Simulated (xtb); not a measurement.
(1Z,3Z)-1,4-difluorobuta-1,3-diene (C₄H₄F₂), SMILES F/C=C\C=C/F. All values are semi-empirical tight-binding results from xtb (GFN2-xTB unless named), good for trends rather than for accurate numbers. Geometry: GFN2-xTB. One conformer was computed; it need not be the lowest.

Computed properties:
| Property | Result |
|---|---|
| point group as xtb finds it | C2h |
| orbital gap | 3.56 eV |
| dipole moment | 0.00 D |
| zero-point energy | 42.7 kcal/mol |
| G − E(el) at 298.15 K (modified RRHO) | 24.1 kcal/mol |
| static polarisability (D4 model) | 51.3 bohr³ |
| solvation energy, GFN2-xTB/ALPB(water) | -2.3 kcal/mol |
| solvation energy, GFN2-xTB/ALPB(hexane) | -4.0 kcal/mol |

Computed IR lines (harmonic; lines under 4 % of the strongest left out, lines within 3 cm⁻¹ merged):
ν (cm⁻¹): 310 (w), 584 (w), 755 (w), 1039 (vs), 1187 (m), 1264 (w), 1668 (s), 3092 (w), 3116 (w) (against the strongest line: vs over 80 %, s over 45 %, m over 15 %, w over 4 %, vw less)
